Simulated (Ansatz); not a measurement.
The inner images of a band of C₂H₉NSSi₂ (15 atoms, charge 0, multiplicity 1) are given out of order.

Computed with RKS revPBE-D4/STO-3G in Ansatz 0.2.0.

Initial state:

```xyz
15
Properties=species:S:1:pos:R:3
N -1.304 1.196 1.166
C -0.438 0.241 0.500
C -0.645 -1.108 0.520
Si 0.505 -2.391 -0.175
Si 1.025 1.145 -0.290
S 0.258 3.115 -0.691
H -1.225 2.132 0.638
H -2.313 0.873 1.175
H -1.570 -1.468 1.007
H 0.242 -2.646 -1.590
H 1.893 -1.958 -0.061
H 0.343 -3.650 0.541
H 2.155 1.284 0.622
H 1.462 0.481 -1.515
H -0.409 2.705 -1.818
```

Final state:

```xyz
15
Properties=species:S:1:pos:R:3
N -1.475 1.172 0.827
C -0.542 0.197 0.293
C -0.660 -1.147 0.498
Si 0.569 -2.434 -0.025
Si 0.868 1.071 -0.626
S 0.131 3.064 -0.964
H -1.439 2.041 0.190
H -2.463 0.790 0.861
H -1.563 -1.497 1.032
H 0.118 -3.165 -1.208
H 1.847 -1.810 -0.344
H 0.777 -3.410 1.040
H 2.114 1.096 0.138
H 1.107 0.452 -1.924
H 0.589 3.528 0.242
```

Question: Put them in order from the first end to the last, with their energies above the first end.
A.
```xyz
15
Properties=species:S:1:pos:R:3
N -1.186 1.241 1.296
C -0.360 0.285 0.567
C -0.591 -1.059 0.573
Si 0.464 -2.354 -0.246
Si 1.058 1.197 -0.279
S 0.128 2.951 -1.095
H -1.230 2.139 0.707
H -2.177 0.874 1.402
H -1.495 -1.410 1.106
H 0.533 -2.143 -1.689
H 1.834 -2.341 0.259
H -0.109 -3.671 -0.005
H 2.054 1.664 0.678
H 1.702 0.353 -1.281
H -0.644 2.225 -1.964
```
B.
```xyz
15
Properties=species:S:1:pos:R:3
N -1.142 1.232 1.400
C -0.341 0.343 0.549
C -0.592 -0.998 0.504
Si 0.423 -2.303 -0.355
Si 1.116 1.209 -0.277
S 0.402 2.426 -1.898
H -1.355 2.138 0.881
H -2.089 0.780 1.580
H -1.488 -1.350 1.051
H 0.551 -2.020 -1.781
H 1.768 -2.399 0.204
H -0.237 -3.592 -0.197
H 1.816 2.030 0.710
H 2.061 0.218 -0.780
H -0.913 2.236 -1.561
```
C.
```xyz
15
Properties=species:S:1:pos:R:3
N -1.344 1.161 1.099
C -0.448 0.201 0.452
C -0.590 -1.148 0.580
Si 0.530 -2.442 -0.154
Si 0.910 1.129 -0.472
S -0.139 2.674 -1.536
H -1.505 1.954 0.393
H -2.291 0.709 1.270
H -1.470 -1.509 1.146
H 0.612 -2.302 -1.605
H 1.889 -2.353 0.370
H -0.001 -3.765 0.148
H 1.864 1.729 0.458
H 1.619 0.232 -1.377
H 0.342 3.679 -0.742
```
D.
```xyz
15
Properties=species:S:1:pos:R:3
N -1.265 1.160 1.286
C -0.411 0.270 0.487
C -0.595 -1.081 0.512
Si 0.484 -2.379 -0.279
Si 1.015 1.167 -0.370
S 0.311 2.411 -1.961
H -1.545 2.007 0.702
H -2.179 0.658 1.500
H -1.476 -1.450 1.072
H 0.599 -2.169 -1.718
H 1.832 -2.379 0.279
H -0.112 -3.688 -0.051
H 1.730 1.960 0.630
H 1.923 0.188 -0.950
H -0.333 3.272 -1.109
```
E.
```xyz
15
Properties=species:S:1:pos:R:3
N -1.425 1.178 0.932
C -0.518 0.196 0.363
C -0.621 -1.148 0.578
Si 0.580 -2.425 -0.041
Si 0.845 1.064 -0.621
S -0.037 2.942 -1.193
H -1.458 2.010 0.246
H -2.402 0.779 1.041
H -1.491 -1.503 1.160
H 0.493 -2.582 -1.491
H 1.956 -2.048 0.266
H 0.298 -3.715 0.574
H 2.054 1.283 0.170
H 1.186 0.297 -1.815
H 0.518 3.621 -0.140
```

Answer: A (+0.7 kcal/mol), B (+4.3 kcal/mol), D (+3.2 kcal/mol), C (+1.8 kcal/mol), E (0.0 kcal/mol).

Run time: 11 min on 1 thread of Arm Neoverse V1 (shared host), peak memory 0.11 GiB.
